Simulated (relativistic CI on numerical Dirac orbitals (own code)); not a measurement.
d1 to d9 in one octahedral field

Computed with a parametric ligand-field model without spin-orbit coupling, by exact diagonalisation: B = 660, C = 2580, 10Dq = 16700 cm⁻¹ (Oh; |10Dq|/B = 25.3) for every shell. Energies in cm⁻¹; the field energy is (0.6 n_e − 0.4 n_t2) × 10Dq of the ground term; g labels are left out.

```tsv
Shell	Ground term	Electrons in e	Field energy	First spin-allowed bands	Lowest term of other spin
d1	2T2	0.000	-6680	2E 16700	
d2	3T1	0.028	-12892	3T2 15393, 3T1 23985	1T2 9473
d3	4A2	0.000	-20040	4T2 16700, 4T1 23320	2E 12599
d4	3T1	0.040	-26055	3E 14518, 3T1 15167	5E 880
d5	6A1	2.000	0	none	2T2 257
d6	?	?	?	?	?
d7	2E	1.038	-29427	2T1 14981, 2T2 15489	4T1 4047
d8	3A2	2.000	-20040	3T2 16700, 3T1 23320	1E 10287
d9	2E	3.000	-10020	2T2 16700
```

Q: Fill in the row of d6.

A: Ground term: 1A1; Electrons in e: 0.049; Field energy: -39255; First spin-allowed bands: 1T1 15130, 1T2 23281; Lowest term of other spin: 3T1 9495. Low spin: d4, d6, d7; the other shells keep the spin of the free ion. Only d4 to d7 can choose; the field needed to pair spins is smallest for d6 and largest for d5, which loses most exchange energy. In the strong-field picture 10Dq must exceed about 6B + 5C = 16860 (d4), 7.5B + 5C = 17850 (d5), 2.5B + 4C = 11970 (d6) and 4B + 4C = 12960 (d7); mixing of terms shifts these bounds somewhat.
